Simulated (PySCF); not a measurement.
PySCF 2.14 output of an unrestricted r2SCAN calculation on a single atom or ion in x2c-QZVPPall with one added diffuse shell each of s, p, d, f type (14s10p8d5f1g, 128 functions), with the spin-free X2C one-electron Hamiltonian (Gaussian nucleus):

```
SCF conv_tol = 1e-09
number electrons alpha = 27  beta = 24
    J. W. Furness, A. D. Kaplan, J. Ning, J. P. Perdew, and J. Sun.,  J. Phys. Chem. Lett. 11, 8208-8215 (2020)
    J. W. Furness, A. D. Kaplan, J. Ning, J. P. Perdew, and J. Sun.,  J. Phys. Chem. Lett. 11, 9248-9248 (2020)
    J. W. Furness, A. D. Kaplan, J. Ning, J. P. Perdew, and J. Sun.,  J. Phys. Chem. Lett. 11, 8208-8215 (2020)
    J. W. Furness, A. D. Kaplan, J. Ning, J. P. Perdew, and J. Sun.,  J. Phys. Chem. Lett. 11, 9248-9248 (2020)
cycle= 1 E= -6480.56448604177  delta_E= -0.0167  |g|= 0.0363  |ddm|= 0.712
cycle= 2 E= -6480.56444675727  delta_E= 3.93e-05  |g|= 0.0119  |ddm|= 0.288
cycle= 3 E= -6480.56430320979  delta_E= 0.000144  |g|= 0.00425  |ddm|= 0.174
cycle= 4 E= -6480.5642938959  delta_E= 9.31e-06  |g|= 0.00159  |ddm|= 0.0356
cycle= 5 E= -6480.56429430146  delta_E= -4.06e-07  |g|= 0.000209  |ddm|= 0.00634
cycle= 6 E= -6480.56429427472  delta_E= 2.67e-08  |g|= 5.49e-05  |ddm|= 0.00521
cycle= 7 E= -6480.56429427171  delta_E= 3.02e-09  |g|= 1.24e-05  |ddm|= 0.000998
cycle= 8 E= -6480.56429427155  delta_E= 1.62e-10  |g|= 1.56e-06  |ddm|= 0.000561
converged SCF energy = -6480.56429427155  <S^2> = 3.7527355  2S+1 = 4.0013675
```

The run itself started from symmetry-adapted Hartree-Fock orbitals and held the occupation by maximum overlap, on a logarithmic radial grid, so the iterations belong to that start.

Task: Which element, charge and spin multiplicity is this?

Result: Sb (antimony, neutral), multiplicity 4; the state was [Kr] 4d10 5s2 5p2 5d1, one real determinant (an excited configuration).

⟨L²⟩ = 7.90 against 12 for a pure F term, so this real determinant mixes terms. The outer electron is Rydberg-like, and this basis confines it to a smaller radius and binds it less than a complete one would.
